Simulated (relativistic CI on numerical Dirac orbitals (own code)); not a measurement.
## Hyperfine structure of Re XXXV, mass number 185

Calculated at this level of theory: Dirac-Coulomb-Breit CI, KLI orbitals optimised for each configuration, a model potential for QED, unscaled Slater integrals (own radial code, finite nucleus).

Configuration list (outside the closed core [Ar] 3d10): 4s2 4p6 4d5, 4s2 4p6 4d4 4f, 4s2 4p5 4d6, 4s 4p6 4d5 4f, 4p6 4d7, 4p5 4d8, 4s2 4p6 4d3 5s2, 4s2 4p6 4d2 4f 5s2, 4s 4p6 4d3 4f 5s2. Double excitations out of closed p, d and f shells are left out; levels of such configurations are missing from the list, as are those of other unlisted configurations, and high levels can miss mixing partners.

Nuclear spin I = 5/2, μ = 3.176 μN, Q = 2.07 b (tables of Stone and Pyykkö). The electronic factors are computed for point nuclear moments, without core polarisation or the Bohr-Weisskopf and QED corrections.

```csv
Level,E (cm⁻¹),A (MHz),B (MHz)
4s2 4p6 4d5 2D_3/2,247058.8,32480,-40500
4s2 4p6 4d5 4D_7/2,287160.6,12920,-4080
4s2 4p6 4d5 2I_11/2,291419.1,18720,1190
4s2 4p6 4d5 4G_9/2,298243.0,16180,-6400
```

Levels with J = 0, under 50 % of one LS term, or S terms without an open s electron are left out. Small factors come from cancelling terms and can be off by tens of per cent or more.

At this charge energies of transitions that change n are usually good to better than 1 %, and those within a shell (Δn = 0) to a few per cent. Terms inside the open d or f shell come out 10 to 20 % too wide with unscaled integrals.

Question: Give the hyperfine levels of 4s2 4p6 4d5 2D_3/2 relative to its centre of gravity.

Answer: With K = F(F + 1) − I(I + 1) − J(J + 1), E = AK/2 + B[¾K(K + 1) − I(I + 1)J(J + 1)]/[2I(2I − 1)J(2J − 1)]: F = 1: -198800, F = 2: -101500, F = 3: 14130, F = 4: 111700 MHz.

LS names give the leading component of a level, which can be under half, so a name can repeat, a term be missing and a line seem to break the LS rules.
